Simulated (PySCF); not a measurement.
Tetramethylammonium, SMILES C[N+](C)(C)C (C4H12N (cation, charge +1)), GFN2-xTB optimised geometry.

```
17

C      0.60     0.75     2.41
N      0.12     0.08     1.18
C     -1.35     0.09     1.17
C      0.63     0.79     0.00
C      0.60    -1.31     1.17
H      0.26     1.78     2.43
H      1.69     0.75     2.43
H      0.23     0.23     3.29
H     -1.72    -0.40     0.27
H     -1.72     1.11     1.18
H     -1.74    -0.43     2.04
H      0.29     1.82     0.00
H      1.72     0.79     0.00
H      0.29     0.31    -0.91
H      1.69    -1.34     1.18
H      0.23    -1.85     2.04
H      0.25    -1.82     0.27
```

Density from CAM-B3LYP/def2-SVP run with PySCF at that geometry.

Minimum of the electron density along straight lines between bonded atoms, close to the bond critical point (lines longer than 1.1 times the sum of covalent radii, or with two minima, are not listed):

| bond | length / Å | ρ at the minimum / e bohr⁻³ | ∇²ρ there / e bohr⁻⁵ | position (fraction from the first atom) |
|---|---|---|---|---|
| C1–N2 | 1.474 | 0.253 | -0.65 | 0.36 |
| N2–C3 | 1.474 | 0.253 | -0.65 | 0.64 |
| N2–C4 | 1.474 | 0.253 | -0.65 | 0.64 |
| N2–C5 | 1.474 | 0.253 | -0.65 | 0.64 |
| C1–H6 | 1.089 | 0.284 | -1.12 | 0.65 |
| C1–H7 | 1.089 | 0.284 | -1.12 | 0.65 |
| C1–H8 | 1.089 | 0.284 | -1.12 | 0.65 |
| C3–H9 | 1.089 | 0.284 | -1.12 | 0.65 |
| C3–H10 | 1.089 | 0.284 | -1.12 | 0.65 |
| C3–H11 | 1.089 | 0.284 | -1.12 | 0.65 |
| C4–H12 | 1.089 | 0.284 | -1.12 | 0.65 |
| C4–H13 | 1.089 | 0.284 | -1.12 | 0.65 |
| C4–H14 | 1.089 | 0.284 | -1.12 | 0.65 |
| C5–H15 | 1.089 | 0.284 | -1.12 | 0.65 |
| C5–H16 | 1.089 | 0.284 | -1.12 | 0.65 |
| C5–H17 | 1.089 | 0.284 | -1.12 | 0.65 |
